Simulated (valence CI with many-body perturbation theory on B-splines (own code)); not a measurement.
# Which ion has this spectrum?

A relativistic CI+MBPT calculation for an atom or ion with 41 electrons gives these levels (cm⁻¹):

```csv
J,Parity,E,g
5/2,even,0,1.28
5/2,even,217724,1.34
7/2,even,261009,1.17
3/2,even,266556,1.15
11/2,even,270219,1.10
9/2,even,286737,1.14
5/2,even,298923,1.13
1/2,even,310869,1.77
7/2,even,314722,1.07
3/2,even,376016,0.80
5/2,even,475260,1.32
7/2,even,507177,1.21
11/2,even,512965,1.09
9/2,even,518357,1.15
```

The energies are calculated, and their last digits are not significant.

**Question.** Which is it?
A. Hg39+
B. Tl40+
C. Bi42+
D. Rn45+

**Answer.** C. Bi42+, ground level (4d3/2^4 4d5/2) J=5/2.
